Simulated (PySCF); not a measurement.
PySCF input:

```python
from pyscf import gto, scf, dft

mol = gto.M(
    atom='''
    B    -0.00000000   -0.00000000   -2.21817101
    I     0.00000000    0.00000000    0.20926142
    ''',
    basis='def2-tzvpd',
    ecp='def2-tzvp',
    charge=-1,
    spin=1,
    symmetry='C2v',
    verbose=4,
)

mf = dft.UKS(mol, xc='tpssh').density_fit(auxbasis='def2-universal-jkfit')
mf.grids.level = 3
mf.conv_tol = 1e-9
mf.max_cycle = 100
mf.max_memory = 1500
mf.kernel()
if not mf.converged:
    mf = mf.newton()
    mf.kernel(mf.make_rdm1())
mf.analyze()
```

Predict the final energy.

-322.41578 Eh (TPSSh/def2-TZVPD).
